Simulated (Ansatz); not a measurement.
C2H4NSi, SMILES `C#C[N+][SiH3]` (excited singlet) (charge 1, multiplicity 1). This singlet is an excited state, 0.95 eV above the relaxed triplet at the level B3LYP/cc-pVTZ // B3LYP-D3(BJ)/def2-TZVP (Ansatz, a first-principles code).

Computed with PBE0/cc-pVTZ // B3LYP-D3(BJ)/def2-TZVP (Ansatz).

Ansatz 0.2 input:
```yaml
crystal:
  periodic: [false, false, false]
  atoms:
    - { symbol: C, position_ang: [2.162382, 1.295666, 0.778161] }
    - { symbol: C, position_ang: [1.034738, 0.739605, 0.291137] }
    - { symbol: N, position_ang: [0.117132, 0.071708, -0.007437] }
    - { symbol: Si, position_ang: [-1.282952, -0.963031, -0.515673] }
    - { symbol: H, position_ang: [2.47789, 2.311538, 0.546888] }
    - { symbol: H, position_ang: [-0.659595, -1.57173, -1.706664] }
    - { symbol: H, position_ang: [-1.486857, -1.873701, 0.616628] }
    - { symbol: H, position_ang: [-2.362743, -0.010056, -0.795167] }
basis:
  gaussian: { orbitals: cc-pVTZ }
hamiltonian:
  xc: pbe0
total_charge: 1
```

Output:

```
Functional definition: PBE0
1048 factors; their error is unknown
mean field evaluation 1: about -11478.1946 eV, gradient 6.7e1 eV
mean field evaluation 2: about -11460.3123 eV, gradient 1.0e2 eV
mean field evaluation 4: about -11487.9859 eV, gradient 1.2e1 eV
mean field evaluation 8: about -11488.3408 eV, gradient 2.1e-1 eV
mean field evaluation 16: about -11488.3710 eV, gradient 2.4e-4 eV
mean field -11488.37104084 eV, -422.1898486533 hartree, gradient 2.6e-5 eV, S^2 0.000000; 0 other end points of the search recorded, 0 dependent functions left out
reference -11488.37107222 eV, -422.1898498066 hartree; 18, 18 occupied and 162, 162 virtual orbitals, 1048 factors
Total energy: -11488.37107222 eV, -422.1898498066 hartree
```
